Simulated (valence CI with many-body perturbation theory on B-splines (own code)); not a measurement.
Values are calculated unless marked as measured or tabulated.
# Sm L in three bases

Method: relativistic CI+MBPT: three valence electrons over a frozen Dirac-Fock core [Ne], a basis of 9 s, 9 p, 8 d, 6 f, 3 g, 1 h functions for each j, with the one-electron correlation potential Σ1, the two-electron term Σ2, the three-electron term Σ3, Breit, model QED; selected CI, second order for the rest, scaled by the run's own slope (own B-spline code, finite nucleus).

The last digits are not significant, and no measured levels were compared; by estimate large intervals hold to a few tenths of a per cent, small ones and those within an open d or f shell to about a per cent.

The reference run has the lowest level (3s^2 3p1/2) J=1/2 and an ionisation energy of 4338.62 eV. Its largest variational space holds 8461 state functions.

Levels are named by their leading jj configuration (3d3/2^4 stands for four electrons in 3d with j = 3/2), which in mixed levels can hold well under half, so a name can repeat and another be missing. Letters in brackets count levels of one name in rising energy.

Changed runs:
A. basis 6 s, 6 p, 5 d, 3 f, 1 g
B. basis 5 s, 5 p, 4 d, 2 f

Excitation energies of the reference run in cm⁻¹, and shifts in cm⁻¹:

| Level | Reference | A | B |
| --- | --- | --- | --- |
| (3s 3p1/2^2) J=1/2 | 1017690 | -20 | -66 |
| (3s^2 3p3/2) J=3/2 | 1271310 | -24 | -55 |
| (3s 3p1/2 3p3/2) J=3/2 [a] | 2106330 | -160 | -490 |
| (3s 3p1/2 3p3/2) J=5/2 | 2218570 | -42 | -121 |
| (3s 3p1/2 3p3/2) J=3/2 [b] | 2363510 | +15 | +56 |
| (3s 3p1/2 3p3/2) J=1/2 | 2430230 | +52 | +203 |
| (3s^2 3d3/2) J=3/2 | 2768970 | +282 | +908 |
| (3s^2 3d5/2) J=5/2 | 2996880 | +178 | +505 |
| (3p1/2^2 3p3/2) J=3/2 | 3380740 | -39 | -121 |
| (3s 3p3/2^2) J=5/2 | 3480680 | -4.8 | +67 |
| (3s 3p1/2 3d3/2) J=3/2 [a] | 3492790 | -9.2 | -61 |
| (3s 3p1/2 3d3/2) J=5/2 | 3574810 | +84 | +189 |
| Ionisation energy (eV) | 4338.62 | -0.019 | -0.06 |
